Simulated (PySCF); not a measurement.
# Ionisation energy of Ge by level of theory

Ge [Ar] 3d10 4s2 4p2 (3P) → Ge⁺ [Ar] 3d10 4s2 4p1 (2P), as a difference of total energies. All numbers are calculated (PySCF 2.14, a scalar-relativistic core potential, in cc-pVTZ-PP with ECP10MDF). Correlated levels: valence: 3s2 3p6 3d10 frozen. The calculations carry no spin-orbit coupling.

Order these methods by the ionisation energy they give, lowest first.
A. SCS-MP2 (valence)
B. CCSD(T) (valence)
C. CCSD (valence)
D. MP2 (valence)

A (7.676 eV), D (7.751 eV), C (7.778 eV), B (7.805 eV).

Errors of the correlated levels include the incompleteness of this basis and the frozen core.

For comparison: 7.925 eV (measured; NIST levels, between the centres of gravity of the two terms).
